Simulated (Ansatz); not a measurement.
Geometry optimisation, UKS B3LYP/def2-SVP (Ansatz).

input.yaml

```yaml
crystal:
  periodic: [false, false, false]
  atoms:
    - { symbol: Sn, position_ang: [-0.022237, -0.010535, -0.062241] }
    - { symbol: Cl, position_ang: [-0.033199, -0.000962, 2.331984] }
    - { symbol: O, position_ang: [1.83513, -0.007481, -0.732112] }
    - { symbol: H, position_ang: [2.169867, -0.916777, -0.805128] }
    - { symbol: Cl, position_ang: [-1.078527, 1.912461, -0.843605] }
    - { symbol: Cl, position_ang: [-1.124269, -1.932525, -0.830878] }
    - { symbol: H, position_ang: [-0.004064, 0.00372, 4.90498] }
magnetization:
  spin_polarized: true
  initial_magnetization: 1
basis:
  gaussian: { orbitals: def2-SVP }
hamiltonian:
  xc: b3lyp
relax:
  f_tol: 0.03
  max_steps: 50
output:
  orbitals: {}
```

Run as:

```bash
$ ansatz run input.yaml --threads 4 --pin off --max-ram 5120MiB --backend cpu --events-out ev --progress --plain --runs-dir out
```

Question: Where does it end, and by what steps?

Answer: It converged. The force dipped under the threshold on the way, but the program's further checks kept it going. After 12 steps the energy has fallen by 0.029 eV; H7 moved furthest, 0.38 Å.

```
step  energy less start (eV)  largest force component (eV/Å)  accepted
   0                  0.0000                           0.613       yes
   1                 -0.0141                           0.190       yes
   2                 -0.0184                           0.056       yes
   3                 -0.0215                           0.049       yes
   4                 -0.0265                           0.072       yes
   5                 -0.0279                           0.100       yes
   6                 -0.0284                           0.020       yes
   7                 -0.0282                           0.122        no
   8                 -0.0285                           0.025       yes
   9                 -0.0285                           0.112        no
  10                 -0.0286                           0.018       yes
  11                 -0.0285                           0.116        no
  12                 -0.0287                           0.025       yes
```

```xyz
7
Properties=species:S:1:pos:R:3
Sn -0.046 -0.029 -0.146
Cl -0.044 -0.044 2.200
O 1.795 -0.014 -0.854
H 2.250 -0.856 -0.688
Cl -1.058 1.917 -0.937
Cl -1.199 -1.929 -0.899
H 0.045 0.002 5.286
```

Whether the end is a true minimum wasn't checked by a vibrational analysis.

The run took 76 s on 4 threads of Intel(R) Xeon(R) Platinum 8259CL CPU @ 2.50GHz (Skylake/Cascade Lake), on a shared host, peak memory 0.42 GiB.
